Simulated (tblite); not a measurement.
Q: Give a GFN2-xTB geometry of InChI=1S/C6H9O2/c1-4-5(2)6(7)8-3/h2-4H2,1H3. (Doublet state.)

A: 
```
atom  x, y, z in Å
C1     2.7502    0.6560   -0.4153
O2     1.4558    0.3921   -0.3175
C3     1.0398   -0.7200    0.3672
O4     1.8326   -1.4739    0.8918
C5    -0.4241   -0.8619    0.3599
C6    -0.9511   -1.9402    0.9425
C7    -1.2542    0.2207   -0.2691
C8    -1.3633    1.4328    0.6575
H9     3.0035    1.5383   -0.9669
H10    3.4682   -0.0021    0.0405
H11   -0.3154   -2.6781    1.4008
H12   -2.0134   -2.1090    0.9720
H13   -0.8083    0.5303   -1.2154
H14   -2.2530   -0.1703   -0.4692
H15   -0.3804    1.8528    0.8555
H16   -1.8127    1.1424    1.6045
H17   -1.9814    2.2020    0.2007
```

Orientation and origin are arbitrary. Atoms count from 1 in this order. C6 (carbon bonded to C and 2 H) is planar (angles 121.9°, 120.4° and 117.6°, sum 360.0°, 0.00 Å off the plane of its three neighbours). The C–C distances run from 1.334 Å (C5=C6, drawn double) to 1.530 Å (C7–C8, drawn single), a spread of 0.196 Å. C1 (carbon bonded to O and 2 H) is planar (angles 124.4°, 119.9° and 115.7°, sum 360.0°, 0.00 Å off the plane of its three neighbours). C3 (carbon bonded to C and 2 O) is planar (angles 126.3°, 121.5° and 112.2°, sum 360.0°, 0.00 Å off the plane of its three neighbours).

Bonds between heavy atoms (Å): C1–O2 1.325, O2–C3 1.371, C3=O4 1.213, C3–C5 1.471, C5=C6 1.334, C5–C7 1.502, C7–C8 1.530.

The geometry is computed with GFN2-xTB (gas phase). This method treats the open shell by occupation alone, without spin polarisation.

Point group: C1 (no symmetry element, even within 0.4 Å). Its GFN2-xTB frequencies are all real (lowest 51 cm⁻¹). Torsions: H–C1–O2–C3 180° and 0°, C1–O2–C3–O4 0°, O2–C3–C5–C6 177°, C3–C5–C7–C8 -77°. 3 starts were optimised and ended at 0.00, 0.05 and 0.05 kcal/mol (GFN2-xTB); the lowest of these is shown.

On one thread of an Arm Neoverse V1 (shared host), this took 0.75 s. That covers the optimisation of the geometry.

One conformer stands for the species.
